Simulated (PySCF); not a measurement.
Radial density of Mn⁺ (manganese, charge +1)

r2SCAN0, [Ar] 3d4 4s2, high-spin 5D determinant (an excited configuration). Computed with PySCF 2.14 in aug-cc-pVTZ with one added diffuse shell each of s, p, d, f, g type (9s8p6d4f3g, 118 functions), with no relativity, point nucleus.

```csv
r (bohr),4πr²ρ (e/bohr),4πr²(ρα − ρβ)
0.00108,0.1475,0.0000
0.00182,0.4022,0.0001
0.00306,1.070,0.0001
0.00515,2.726,0.0003
0.00867,6.472,0.0008
0.0146,13.64,0.0017
0.0245,23.62,0.0027
0.0413,29.86,0.0030
0.0694,25.56,0.0048
0.117,24.65,0.0389
0.196,33.16,0.2644
0.330,18.79,1.2605
0.555,12.57,3.2457
0.934,12.32,3.3488
1.57,3.027,1.2730
2.64,1.023,0.1362
4.45,0.1608,-0.0201
7.48,0.001585,-0.0003
```

(1) Where is the radial spin density 4πr²(ρα − ρβ) most negative, and why is it negative at all?

Results:

(1) Around r = 4.45 bohr, down to -0.0201 e/bohr: exchange with the open shell polarises the paired shells in an unrestricted calculation.
